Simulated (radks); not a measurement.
The numbers below are computed, except where a source is named.
Problem. All-electron atom: Cd III in [Kr] 4d10 (the NIST ground configuration). Code: a radial shooting solver on a logarithmic mesh with Libxc functionals. Model: Dirac Kohn-Sham, SOGGA, spin-unpolarised, spherical densities, finite nucleus; Fermi nuclear charge, rms radius 4.6087 fm. Some entries of the table are withheld. Estimate them.

orbital  occ.  eigenvalue (eV)  <r> (bohr)
1s1/2       2        -26512.28     0.03041
2s1/2       2        -3950.989      0.1313
2p1/2       2        -3680.156         (1)
2p3/2       4        -3487.849         (2)
3s1/2       2        -751.3735      0.3583
3p1/2       2              (3)      0.3496
3p3/2       4              (4)      0.3606
3d3/2       4        -416.0167         (5)
3d5/2       6        -409.0362         (6)
4s1/2       2        -124.5181      0.8797
4p1/2       2         -89.7055         (7)
4p3/2       4         -83.8742         (8)
4d3/2       4         -30.7554       1.242
4d5/2       6         -30.0368       1.259
5s1/2       0         -21.1110         (9)
5p1/2       0         -14.6937       2.951
5p3/2       0         -14.2049       3.037

Solution. 
(1) 2p1/2 <r> (bohr): 0.1112
(2) 2p3/2 <r> (bohr): 0.1164
(3) 3p1/2 eigenvalue (eV): -642.7800
(4) 3p3/2 eigenvalue (eV): -608.4369
(5) 3d3/2 <r> (bohr): 0.3328
(6) 3d5/2 <r> (bohr): 0.3363
(7) 4p1/2 <r> (bohr): 0.9394
(8) 4p3/2 <r> (bohr): 0.9703
(9) 5s1/2 <r> (bohr): 2.465
